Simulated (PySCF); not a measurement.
C7H6 (charge +1 and doublet state).
Bonds: C1–C2, C2–C3 (double), C3–C4, C4–C5, C5–C6 (double), C6–C7, C1–C7, C3–C5. Hydrogens: H8 on C1; H9 on C2; H10, H11 on C4; H12 on C6; H13 on C7.

As a line formula: `[CH]1C=C2CC2=C[CH+]1` [radical] (charge +1).

The calculation used UKS B3LYP, IGLO-III on C, pcH-1 on H, non-relativistic, mean-field spin-orbit, GIAO (PySCF 2.14.0). Isolated species at its PBE0-D3(BJ)/def2-SVP geometry, gas phase. The SCF solution wasn't tested for stability. No frequencies were computed at this geometry's level, so the symmetric structure isn't shown to be a minimum.

Computed for the main isotopes (class means, splittings of 0.05 mT or more): g = 2.0026; H10/H11 1H +192.8 MHz (6.88 mT); H8/H13 1H -20.1 MHz (0.72 mT); H9/H12 1H +3.5 MHz (0.12 mT); 27 first-order lines, 15.44 mT wide.

What changes when 1H at H8/H13 is replaced by 2H at both sites?

Only the nuclear moment changes in this model. The ratio of g factors is 0.85744/5.58569 = 0.1535, so a goes from -20.1 to -3.1 MHz (0.110 mT). The spin goes from 1/2 to 1, so the 1:2:1 triplet becomes a 1:2:3:2:1 quintet. The spectrum then has 45 first-order lines over 14.44 mT.

Where do the 13C satellites of C4 appear, and how strong are they?

a = -36.0 MHz, or 1.28 mT in magnitude, and I = 1/2, so to first order each main line has two satellites, at ±0.64 mT. The isotope's abundance is about 1.07 %, shared among 2 lines, so each has 0.54 % of the main line's intensity.

Give position and intensity of the satellites from 13C at C3/C5.

a = +25.3 MHz (class mean), or 0.90 mT in magnitude, and I = 1/2, so to first order each main line has two satellites, at ±0.45 mT. The isotope's abundance is about 1.07 % at each of 2 sites, shared among 2 lines, so each has 1.1 % of the main line's intensity.

Give position and intensity of the satellites from 13C at C2/C6.

a = -19.0 MHz (class mean), or 0.68 mT in magnitude, and I = 1/2, so to first order each main line has two satellites, at ±0.34 mT. The isotope's abundance is about 1.07 % at each of 2 sites, shared among 2 lines, so each has 1.1 % of the main line's intensity.

Class means assume fast exchange of nuclei equivalent by connectivity; if that motion is slow, each nucleus keeps its own coupling.
